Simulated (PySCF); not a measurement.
These are PBE-D3(BJ)/def2-TZVP // B3LYP-D3(BJ)/def2-TZVP run with PySCF values and carry that method's errors. All species are isolated molecules in the gas phase. Excitations are Tamm–Dancoff values on a coarser integration grid. The basis has no diffuse functions, so Rydberg states are missing or too high.

Reference species (SMILES): `C=[SiH][SiH3]` (neutral, multiplicity 1).

```json
{
  "dipole_moment": "0.59 D",
  "brightest of the four lowest singlets (TDA)": "5.24 eV"
}
```

Changed species: `C[SiH]=[SiH2]`.

**Question.** Predict the effect on the dipole moment and brightest of the four lowest singlets (TDA).

**Answer.** the dipole moment rises by 0.82 D, to 1.41 D; the brightest of the four lowest singlets (TDA) falls by 0.83 eV, to 4.41 eV.
